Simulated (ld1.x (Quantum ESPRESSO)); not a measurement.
S: one change to an ultrasoft potential, before and after

sulfur, ultrasoft, made with ld1.x (Quantum ESPRESSO) 7.5 (PBE, fully relativistic). Core [Ne], reference 3s2 3p2.5 (charge +1.5). Waves: 3s (bound): rcut 1.15, rcutus 1.25 bohr; 3s channel at -1.7 Ry: rcut 1.15, rcutus 1.25 bohr; 3p (bound): rcut 1.25, rcutus 1.70 bohr; 3p channel at -1.15 Ry: rcut 1.25, rcutus 1.70 bohr. Local part: all-electron potential smoothed inside 1.45 bohr (lloc = -1). Core correction: a·sin(br)/r model core inside 1.25 bohr. Augmentation charge: PSQ, inside the norm-conserving radii.

Open shells are filled in proportion to 2j + 1 (rel_dist='average').

Change: all radii but the core radius scaled by about 1.07 (s 1.34, p 1.82 bohr, rcut 1.24/1.34); local potential all-electron potential smoothed inside 1.56 bohr (lloc = -1).

Cutoffs: the cutoffs (Ry, on a coarse ladder) from which the occupation-weighted sum of valence levels, in a spherical-Bessel basis at the reference potential, stays within 10 and 1 mRy of its value at 400 Ry; they do not see the model core or the augmentation charge, which bear on the density cutoff. Errors are all-electron minus pseudo energies relative to the spin-unpolarised reference configuration.

Q: What does the change do?

A: The potential gets softer (25 Ry and 45 Ry → 21 Ry and 40 Ry); of the 7 tests that both files solve, the error grows in 0 and shrinks in 3 by more than 15 % and 0.3 meV (median size 1.5 → 1.7 meV); neither file shows a bound ghost. A larger radius leaves more room for a smooth pseudo-wave, so fewer plane waves are needed. That the errors move this way runs against the usual rule that smaller radii transfer better.

| quantity | base | changed |
| --- | --- | --- |
| cutoff, loose | 25 Ry | 21 Ry |
| cutoff, tight | 45 Ry | 40 Ry |
| loose cutoff by channel (10 mRy a level) | s 21 Ry, p 15 Ry | s 18 Ry, p 15 Ry |
| bound ghosts | none | none |
| error for 3s2 3p4, meV [ΔE -21.51 eV] | +1.3 | +1.5 |
| error for 3s2 3p3, meV [ΔE -9.74 eV] | +0.3 | +0.4 |
| error for 3s2 3p2, meV [ΔE 12.54 eV] | +0.4 | +0.6 |
| error for 3s1 3p4, meV [ΔE 1.14 eV] | +18 | +13 |
| error for 3s1 3p5, meV [ΔE -11.20 eV] | +23 | +17 |
| error for 3s0 3p6, meV [ΔE -0.77 eV] | +71 | +47 |
| error for 3s2 3p4.3, meV [ΔE -23.22 eV] | +1.5 | +1.7 |
| lowest overlap eigenvalue by channel | s 0.53, p1/2 0.80, p3/2 0.80 | s 0.48, p1/2 0.83, p3/2 0.82 |
